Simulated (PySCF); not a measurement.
## Relaxation of quartet CrO(OH)

Method: UPBE0/[Cr def2-TZVP, O def2-TZVP, H def2-TZVP], no relativity, density fitting, PySCF. A (50,194) grid was used.

A hand-made linear (heavy-atom frame) start, of Cs symmetry, held to at least that symmetry:

```xyz
4
charge 0 multiplicity 4, angstrom
Cr   -0.0087    0.0000    0.0613
O    -0.0087    0.0000    1.7413
O    -0.0087    0.0000   -1.7887
H     0.7267    0.0000   -2.4058
```

Optimiser trace:
| step | E − E(last) (kJ/mol) | largest gradient (Eh/bohr) |
| --- | --- | --- |
| 0 | 36.90 | 0.04078 |
| 1 | 23.65 | 0.01263 |
| 2 | 17.00 | 0.01454 |
| 3 | 5.26 | 0.01613 |
| 4 | 2.77 | 0.00675 |
| 5 | 2.22 | 0.00544 |
| 6 | 2.04 | 0.00378 |
| 7 | 1.35 | 0.00900 |
| 8 | 0.98 | 0.00588 |
| 9 | 0.22 | 0.00331 |
| 10 | 0.06 | 0.00247 |
| 11 | 0.01 | 0.00192 |
| 12 | 0.01 | 0.00090 |
| 13 | 0.00 | 0.00021 |

It ends at Cs with Cr–O 1.584 Å, Cr–O 1.766 Å, O–H 0.955 Å; Cr–O–H 142.5°, O–Cr–O 144.3°. A frequency run shows a minimum. Other isomers or separated fragments may lie lower.

Final geometry:
```xyz
4
charge 0 multiplicity 4, angstrom
Cr   -0.2046    0.0000    0.0739
O     0.3898    0.0000    1.5424
O     0.2133    0.0000   -1.6415
H     0.9576    0.0000   -2.2406
```

Other spin states or occupations of the open shell can lie lower.
